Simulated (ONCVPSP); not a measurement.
## Varying the ONCV potential for silicon (Si)

Base potential:

| Quantity | Value |
| --- | --- |
| Element | Si |
| Generator | ONCVPSP 4.0.1 |
| Type | optimised norm-conserving Vanderbilt (ONCV) |
| Functional | LDA (Perdew-Zunger) |
| Relativity | scalar-relativistic |
| Frozen core | [He] |
| Valence charge | 12 |
| Reference configuration | 2s2 2p6 3s2 3p2 |
| Partial waves | 2s+3s: rc 1.00 bohr, ncon 3, nbas 7, qcut 10.9 1/bohr, 2 projectors; 2p+3p: rc 0.80 bohr, ncon 4, nbas 7, qcut 15.1 1/bohr, 2 projectors |
| Local potential | polynomial inside 0.50 bohr (lpopt 2, dvloc0 0 Ha) |
| Core correction | none |

All-electron outer shells of the reference configuration (LDA (Perdew-Zunger), scalar-relativistic, ld1.x):

| shell | level (eV) | outermost node (bohr) | outermost maximum (bohr) |
| --- | --- | --- | --- |
| 1s | -1778.47 | – | 0.07 |
| 2s | -138.73 | 0.15 | 0.45 |
| 2p | -95.60 | – | 0.39 |
| 3s | -10.88 | 0.72 | 1.77 |
| 3p | -4.17 | 0.72 | 2.14 |

Cutoffs, loose and tight: the cutoffs (Ha) at which the residual kinetic energy of the hardest occupied pseudo-wave falls to 1 and 0.1 mHa per electron. They do not see the model core or the augmentation charge, which bear on the density cutoff. Test errors are all-electron minus pseudo excitation energies from the reference, over the configurations 2s2 2p6 3s2 3p1; 2s2 2p6 3s2 3p0; 2s2 2p6 3s1 3p0; 2s1 2p6 3s2 3p2. A dash means not determined; rows that change the core or the reference have their own tests.

```csv
change,outcome,"cutoff, loose","cutoff, tight",bound ghosts,GHOST(+) flags above zero,largest test error (meV)
base,generated,104 Ha,161 Ha,none,none,-370
"local potential polynomial inside 0.50 bohr (lpopt 2, dvloc0 -0.5 Ha)",generated,104 Ha,161 Ha,none,none,-370
"local potential polynomial inside 0.70 bohr (lpopt 4, dvloc0 1 Ha)",generated,104 Ha,161 Ha,none,none,-367
"all radii scaled by about 0.86 (s 0.86, p 0.68 bohr); local potential polynomial inside 0.42 bohr (lpopt 2, dvloc0 0 Ha)",generated,240 Ha,325 Ha,none,none,-272
s: nproj 4,generated,104 Ha,161 Ha,none,s,-386
"core correction Teter function fitted to the true core (icmod 2), fcfact 0.6",generated,104 Ha,161 Ha,none,none,-397
```

Problem. What comes out with this change to the base: p: rc 0.54?

Solution. outcome: generated; cutoff, loose: 484 Ha; cutoff, tight: 568 Ha; bound ghosts: none; GHOST(+) flags above zero: none; largest test error (meV): -283.

Problem. What comes out with this change to the base: s: qcut 6.9; p: qcut 9.6?

Solution. outcome: generated; cutoff, loose: 242 Ha; cutoff, tight: 335 Ha; bound ghosts: none; GHOST(+) flags above zero: none; largest test error (meV): -275.

Problem. What comes out with this change to the base: s: qcut 8.3?

Solution. outcome: generated; cutoff, loose: 104 Ha; cutoff, tight: 161 Ha; bound ghosts: none; GHOST(+) flags above zero: none; largest test error (meV): -302.
